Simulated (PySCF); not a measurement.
**The third ionisation energy along the second row**

Calculated with PySCF 2.14 from differences of total energies of unrestricted determinants, without spin-orbit coupling. Values in eV. The last column holds reference values (NIST; (s) semi-empirical, (t) theoretical, else measured). Unmarked ones compare directly (S terms, centres of terms, or small fine structure); those marked * lie between the lowest fine-structure levels and include a spin-orbit shift.

```csv
element,configurations,CCSD (valence and next inner shell),CCSD(T) (valence and next inner shell),SCS-MP2 (valence),CCSD(T) (valence),PBE,PBE0,reference
"B (aug-cc-pwCVTZ, non-relativistic)",[He] 2s1 → 1s2,37.905,37.906,n/a,n/a,38.282,38.224,37.931
"C (aug-cc-pwCVTZ, non-relativistic)",[He] 2s2 → [He] 2s1,47.816,47.836,47.241,47.797,47.104,47.040,47.888
"N (aug-cc-pwCVTZ, non-relativistic)",[He] 2s2 2p1 → [He] 2s2,47.311,47.333,47.417,47.256,47.994,47.978,47.445 (s) *
"O (aug-cc-pwCVTZ, non-relativistic)",[He] 2s2 2p2 → [He] 2s2 2p1,54.833,54.839,54.828,54.776,55.244,55.279,54.936 (s) *
"F (aug-cc-pwCVTZ, non-relativistic)",[He] 2s2 2p3 → [He] 2s2 2p2,62.661,62.660,62.558,62.607,62.829,62.907,62.708 (s) *
"Ne (aug-cc-pwCVTZ, non-relativistic)",[He] 2s2 2p4 → [He] 2s2 2p3,63.102,63.122,63.152,63.086,63.864,63.714,63.423 *
```

"Valence" correlates the outer s and p shells and, in groups 3 to 12 and the f block, the outer d or f shell, open or full, or the next shell where the ion has no valence electron left; the wider scheme adds the next inner shell.
